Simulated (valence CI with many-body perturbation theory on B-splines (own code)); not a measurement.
Values are calculated unless marked as measured or tabulated.
Sc XV: what the settings do

Method: relativistic CI+MBPT: five valence electrons over a frozen Dirac-Fock core [He], radial functions for each j: 6 s, 6 p, 5 d, 3 f, 1 g, with the one-electron correlation potential Σ1, the two-electron term Σ2, the three-electron term Σ3, Breit, model QED; selected CI, second order for the rest, scaled by the run's own slope (own B-spline code, finite nucleus).

No measured levels were compared; by estimate levels of excited configurations hold to 0.05 to 0.15 % of their energy, terms of the ground configuration to about 0.5 %. Among the levels kept, up to 2400 cm⁻¹ of a level comes from second order outside the variational space, and about a tenth of that is noise between levels of different J, which matters for small intervals.

The reference run has the lowest level 2s²2p³ ⁴S°_3/2 and an ionisation energy of 925.929 eV. Its largest variational space holds 12395 state functions.

Changed runs:
A. highest l with Σ1, explicit Σ2 and valence Breit (higher l get mean screening factors) 3 → 2
B. correlating orbitals by l 3 3 3 2 1 → 5 5 4 4 3; Davidson tolerance 2e-05 → 0.001
C. core polarisation of operators on → off
D. correlating orbitals by l 3 3 3 2 1 → 0 0 0 0 0 (bad on purpose)

Excitation energies of the reference run in cm⁻¹, and shifts in cm⁻¹:

```tsv
Level	Reference	A	B	C	D
2s²2p³ ²D°_3/2	111679	+20	-175	0	+3211
2s²2p³ ²D°_5/2	122404	+21	-183	0	+3452
2s²2p³ ²P°_1/2	185458	+22	-211	0	+2003
2s²2p³ ²P°_3/2	201011	+18	-197	0	+2158
2s2p⁴ ⁴P_5/2	552219	+8.7	-99	0	+610
2s2p⁴ ⁴P_3/2	577463	+7.2	-91	0	+584
2s2p⁴ ⁴P_1/2	588608	+9.2	-82	0	+652
2s2p⁴ ²D_3/2	762084	+26	-272	0	+7743
2s2p⁴ ²D_5/2	764825	+27	-274	0	+7625
2s2p⁴ ²S_1/2	882998	+27	-327	0	+8361
2s2p⁴ ²P_3/2	917803	+29	-286	0	+11450
2s2p⁴ ²P_1/2	952734	+28	-265	0	+11054
Ionisation energy (eV)	925.929	-0.0014	+0.014	0	-0.249
```

No effect on these energies: C.
